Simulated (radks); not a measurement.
S+, 15 electrons, occupied as [Ne] 3s2 3p3.

Method: Dirac Kohn-Sham, Slater X-alpha with alpha = 0.706, spin-unpolarised, spherical densities, point nucleus; open shells are shared between the two j in proportion to 2j + 1; computed with a radial shooting solver on a logarithmic mesh with Libxc functionals.

Energy parts (hartree):
part                  energy
total             -397.55292
kinetic            399.82152
electron-nucleus  -944.25050
Hartree            170.96140
exchange           -24.08535

Orbitals (lengths in bohr, moments of r in powers of bohr; r(max) is where P^2 peaks):
orbital  occ.  eigenvalue (hartree)    <r^2>      <r>   r(max)
1s1/2       2             -88.70131  0.01268  0.09706  0.06342
2s1/2       2              -8.17996   0.2741   0.4798   0.3888
2p1/2       2              -6.21702   0.2428   0.4405   0.3235
2p3/2       4              -6.17034   0.2452   0.4428   0.3253
3s1/2       2              -0.98559    3.093    1.635    1.385
3p1/2       1              -0.59277    4.228    1.892    1.537
3p3/2       2              -0.58904    4.261    1.899    1.543

The highest occupied level is 3p3/2 at -16.029 eV. The density falls to 0.001 e/bohr^3 at r = 3.72 bohr. For comparison, the ionisation energy in NIST's Atomic Spectra Database is 23.338 eV (measured). In exact Kohn-Sham theory the highest level is minus the ionisation energy, but local and semilocal functionals leave it too shallow, through self-interaction and a potential that decays too fast; potentials with the right tail come closer. Summed over all electrons, <r^2> = 20.98 bohr^2, which gives a Langevin (diamagnetic) susceptibility term of -16.6 x 10^-6 cm^3/mol.

Beside tabulated values, note that spin-unpolarised runs miss the spin-polarisation part of the exchange energy of open shells.
